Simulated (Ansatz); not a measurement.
Ansatz (a quantum-chemistry and plane-wave program) input file for CsBr, SMILES [Cs][Br], PBE0/def2-TZVPD. Coordinates come from a PBE0-D3(BJ)/def2-TZVPD optimisation. The def2 effective core potentials stand for the cores of Cs; spin–orbit coupling is left out.

Ansatz 0.2 input:
```yaml
crystal:
  periodic: [false, false, false]
  atoms:
    - {symbol: Cs, position_ang: [0.00000000, 0.00000000, -1.20780513]}
    - {symbol: Br, position_ang: [0.00000000, 0.00000000, 1.89797950]}
basis:
  gaussian:
    orbitals: def2-TZVPD
hamiltonian:
  xc: {name: PBE0}
```

Log of the run:

```
WARN ansatz: RAYON_NUM_THREADS=1 ignored (pool sized by the plan → 1); use --threads N
Functional definition: PBE0
integrals: 0.03 GiB planned
781 factors; their error is unknown
mean field: 0.26 GiB planned
mean field evaluation 1: about -70587.3775 eV, gradient 1.8e1 eV
mean field evaluation 2: about -70586.8499 eV, gradient 2.7e1 eV
mean field evaluation 4: about -70588.7695 eV, gradient 4.1e-1 eV
mean field evaluation 8: about -70589.0922 eV, gradient 5.6e-2 eV
mean field -70589.09220347 eV, -2594.1012914724 hartree, gradient 4.0e-5 eV, S^2 0.000000; 0 other end points of the search recorded, 0 dependent functions left out
reference -70589.09223737 eV, -2594.1012927182 hartree; 22, 22 occupied and 67, 67 virtual orbitals, 781 factors
Total energy: -70589.09223737 eV, -2594.1012927182 hartree
```

The run converged.
